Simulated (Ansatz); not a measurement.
Ligand exchange: C2H5Br + SiH(CH3)3 → C3H8 + SiH(CH3)2Br

Species: C2H5Br `CCBr`, singlet; SiH(CH3)3 (trimethylsilane), singlet; C3H8 (propane) `CCC`, singlet; SiH(CH3)2Br, singlet. The partners trade Br for CH3: C–Br and Si–CH3 bonds give way to C–CH3 and Si–Br.

Shapes, held fixed at every level: PBE0-D4/def2-TZVP. Programs: Ansatz 0.2.0. The zero-point and thermal change to 298 K, harmonic and unscaled (PBE0-D4/def2-TZVP), is +5.2 kJ/mol.

Task: Estimate ΔH(298 K) of this reaction.

Result: The highest level, CCSD(T)/def2-TZVPP, gives ΔH(298 K) = -104.9 kJ/mol; the levels span -117.0 to -102.0. The column of differences is taken from that level and isn't an error. No measured value is set beside it here. Relativity is left out for Br. Outer-core shells of Br are correlated, in sets that cover them unevenly.

```tsv
level	kind	ΔH(298 K) (kJ/mol)	less CCSD(T)/def2-TZVPP
HF/def2-TZVPP	Hartree–Fock	-117.0	-12.1
SPW92/def2-TZVPP	LDA	-105.6	-0.7
PBE-D4/def2-TZVPP	GGA	-102.0	+2.9
r2SCAN-D4/def2-TZVPP	meta-GGA	-106.8	-1.9
B3LYP-D4/def2-TZVPP	global hybrid	-104.2	+0.7
PBE0-D4/def2-TZVPP	global hybrid	-108.0	-3.1
CCSD/def2-TZVPP	coupled cluster or CI	-107.0	-2.1
CCSD(T)/def2-TZVPP	coupled cluster or CI	-104.9	0.0
```
